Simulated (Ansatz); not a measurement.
C$_{2}$H$_{8}$OSSi (`CSC[SiH2]O`) at its PBE0-D4/def2-TZVP geometry, where that method's forces vanish. The species carries charge 0 and has multiplicity 1.

```xyz
13

C     0.4726    1.7266   -0.8957
S     1.4895    0.5399   -0.0065
C     0.2841   -0.1274    1.1718
Si   -0.9126   -1.2902    0.3037
O    -0.0440   -2.2942   -0.6661
H     1.1177    2.1906   -1.6423
H    -0.3674    1.2508   -1.4023
H     0.1041    2.5000   -0.2195
H     0.8760   -0.6980    1.8935
H    -0.1957    0.6878    1.7205
H    -1.8977   -0.4892   -0.4764
H    -1.6507   -2.1360    1.2745
H     0.7244   -1.8607   -1.0552
```

(1) What forces (eV/Å) does PBE-D4/def2-TZVPP give on these atoms in the Gaussian-basis code of Ansatz? (Estimate.)

Answers

(1) Ansatz gave: 
```
C1  -0.040  0.030 -0.028
S2   0.376 -0.106 -0.053
C3  -0.091 -0.016  0.048
Si4 -0.189  0.186  0.154
O5  -0.116 -0.556 -0.113
H6   0.125  0.095 -0.151
H7  -0.178 -0.086 -0.107
H8  -0.082  0.167  0.132
H9   0.112 -0.105  0.147
H10 -0.095  0.169  0.129
H11 -0.121  0.097 -0.076
H12 -0.080 -0.101  0.103
H13  0.378  0.225 -0.184
```
